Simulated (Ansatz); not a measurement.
Species: sum formula SiClF2, net charge 0, doublet state. It need not be the lowest isomer of its formula. 
Geometry from a B3LYP-D3(BJ)/def2-TZVP (Ansatz, an electronic-structure program) optimisation:
SMILES: Cl[Si](F)F
```xyz
4

Si    -0.5297     0.2777    -0.0133
F     -1.1616    -0.8390    -0.9554
F     -0.8580    -0.1427     1.4865
Cl     1.5054     0.2910    -0.2702
```
Charge 0, spin multiplicity 2.

Total electronic energies in hartree. Correlated levels leave the core frozen unless marked. UHF or UKS for open shells. No spin-orbit coupling. No relativistic terms. Basis-set limits of correlation are two-point, X^-3; Hartree-Fock from the larger set. The bracket is a focal-point correction in the basis named.

```tsv
level	program	energy (Eh)
RI-HF/cc-pV(T+d)Z	Ansatz	-947.57559
r2SCAN/def2-TZVPD	Ansatz	-949.49738
B97M-V/def2-TZVPD	Ansatz	-949.36069
B3LYP-D3(BJ)/def2-TZVPD	Ansatz + dftd3	-949.66673
PBE0-D3(BJ)/def2-TZVP	Ansatz + dftd3	-949.16711
MP2/STO-3G	Ansatz	-936.37533
CCSD/6-31G*	Ansatz	-947.96669
CCSD(T)/STO-3G	Ansatz	-936.39437
RI-MP2/CBS(cc-pV(T+d)Z,cc-pV(Q+d)Z)+[CCSD(T)-MP2]/cc-pV(T+d)Z	Ansatz	-948.5566
```

Totals of different functionals don't rank their quality; only differences between species are comparable.
